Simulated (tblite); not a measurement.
Species: C₄H₆O₂Si.
SMILES with atom numbers: `[CH2:1]=[C:2]1[SiH2:3][C@H:4]1[O:5][CH:6]=[O:7]` (hydrogens: H8, H9 on C1; H10, H11 on Si3; H12 on C4; H13 on C6)

Structure optimised with GFN2-xTB, isolated species.

(1) Give the optimised bond lengths and angles.

## Answers

(1) 
```csv
bond,length (Å),order
C1=C2,1.316,double
C2–Si3,1.859,single
Si3–C4,1.920,single
C4–O5,1.425,single
O5–C6,1.313,single
C6=O7,1.199,double
C2–C4,1.503,single
C1–H8,1.079,single
C1–H9,1.081,single
Si3–H10,1.450,single
Si3–H11,1.451,single
C4–H12,1.088,single
C6–H13,1.105,single
```

Orders are formal, as drawn. A selection of angles:
```csv
angle,degrees
C2–C1–H8,122.0
C2–C1–H9,121.7
H8–C1–H9,116.2
C1–C2–Si3,154.4
C1–C2–C4,135.5
Si3–C2–C4,68.7
C2–Si3–C4,46.9
C2–Si3–H10,117.7
C2–Si3–H11,119.5
C4–Si3–H10,117.3
C4–Si3–H11,116.1
H10–Si3–H11,119.1
Si3–C4–O5,120.9
Si3–C4–H12,120.7
O5–C4–H12,110.9
C2–C4–Si3,64.4
C2–C4–O5,115.1
C2–C4–H12,117.1
C4–O5–C6,118.0
O5–C6–O7,127.5
O5–C6–H13,108.5
O7–C6–H13,124.0
```

Dihedral angles: C1–C2–Si3–C4 164° (antiperiplanar); C2–Si3–C4–O5 -105° (anticlinal); Si3–C4–O5–C6 -134° (anticlinal); C4–O5–C6–O7 0° (synperiplanar); C1–C2–C4–Si3 -170° (antiperiplanar).

The 3-membered ring C2–Si3–C4 has internal angles of 46.9° to 68.7°. Of the pairs four or more bonds apart, O7···H12 is among the closest relative to their van der Waals radii: 2.33 Å, 86 % of the sum of Bondi's values. The 2 C–Si bonds span 1.859 Å (C2–Si3, drawn single) to 1.920 Å (Si3–C4, drawn single), a spread of 0.061 Å. Si3 (SiH2 silicon) has angles from 46.9° to 119.5°. The C–C distances run from 1.316 Å (C1=C2, drawn double) to 1.503 Å (C2–C4, drawn single), a spread of 0.187 Å. The C–O distances run from 1.199 Å (C6=O7, drawn double) to 1.425 Å (C4–O5, drawn single), a spread of 0.226 Å.

Point group: C1 (no symmetry element, even within 0.4 Å). Its GFN2-xTB frequencies are all real (lowest 19 cm⁻¹). One conformer, not necessarily the lowest.

The numbers are calculated, not measured.
